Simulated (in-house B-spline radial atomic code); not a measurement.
Rb. Computed with a B-spline radial atomic code. Model: all-electron spherical atom, spin shells full or empty, radial basis limit, no spin-orbit coupling, Breit or QED, empty-state partial waves extrapolated as (l+1/2)^-4, RPA, G0W0 and static COHSEX of the highest shell as one setting changes (uncorrelated shells keep exact exchange).

In a row where one electron alone is correlated, RPA and GW hold only self-correlation.

Given: element Rb; charge 0; filled core Kr; hamiltonian one-electron scalar X2C; mean-field start HSE06; highest l of empty states 9; nuclear rms radius 4.2036 fm; highest mean-field shell 5s up.

Shell: 5s 1 0 (electrons up and down).

| lowest nl shells left uncorrelated | RPA correlation energy (hartree) | G0W0 level (eV) | G0W0 minus most complete (meV) | COHSEX level (eV) |
| --- | --- | --- | --- | --- |
| 0 | -2.6402 | -4.3125 | 0 | -5.4708 |
| 1 | -2.4835 | -4.3124 | 0 | -5.4707 |
| 2 | -2.3022 | -4.3128 | -0.4 | -5.472 |
| 3 | -1.7934 | -4.3122 | 0.3 | -5.47 |
| 4 | ? | ? | ? | ? |
| 5 | ? | ? | ? | ? |
| 6 | -0.39066 | -4.2956 | 16.9 | -5.4372 |
| 7 | -0.27423 | -4.295 | 17.5 | -5.4361 |
| 8 | -0.015626 | -4.0678 | 244.7 | -5.0671 |

Problem. What follows for lowest nl shells left uncorrelated = 4?

Solution. RPA correlation energy -1.618 hartree; G0W0 level -4.3161 eV; G0W0 minus most complete -3.6 meV; COHSEX level -5.4807 eV.

Problem. What follows for lowest nl shells left uncorrelated = 5?

Solution. RPA correlation energy -1.1155 hartree; G0W0 level -4.3137 eV; G0W0 minus most complete -1.3 meV; COHSEX level -5.4759 eV.
